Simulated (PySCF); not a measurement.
Al(F)(H)(iPr) (C3H8AlF), SMILES C[CH](C)[AlH][F]. Geometry: B3LYP-D3(BJ)/def2-SVP. The structure was generated by enumeration; whether it is a known compound was not checked. One conformer was computed; it need not be the lowest.

Task: Give the equilibrium geometry at B3LYP-D3(BJ)/def2-SVP (PySCF confirms it by a frequency run) as bond lengths and angles. (An estimate is asked for; the answer gives what the named calculation found.)

Result: Several could match; the one computed here: 
Atoms: Al1 F2 H3 C4 C5 C6 H7 H8 H9 H10 H11 H12 H13. Bond lengths (Å): Al1–F2 1.674, Al1–H3 1.581, Al1–C4 1.965, C4–C5 1.539, C4–C6 1.537, C4–H7 1.111, C5–H8 1.105, C5–H9 1.104, C5–H10 1.103, C6–H11 1.101, C6–H12 1.105, C6–H13 1.104. Bond angles (°): F2–Al1–H3 115.8, F2–Al1–C4 118.7, H3–Al1–C4 125.6, Al1–C4–C5 112.1, Al1–C4–C6 113.6, Al1–C4–H7 103.5, C5–C4–C6 112.1, C5–C4–H7 107.3, C6–C4–H7 107.6, C4–C5–H8 111.4, C4–C5–H9 111.6, C4–C5–H10 112.5, H8–C5–H9 106.7, H8–C5–H10 107.2, H9–C5–H10 107.2, C4–C6–H11 112.2, C4–C6–H12 111.3, C4–C6–H13 111.5, H11–C6–H12 107.6, H11–C6–H13 107.1, H12–C6–H13 106.9.
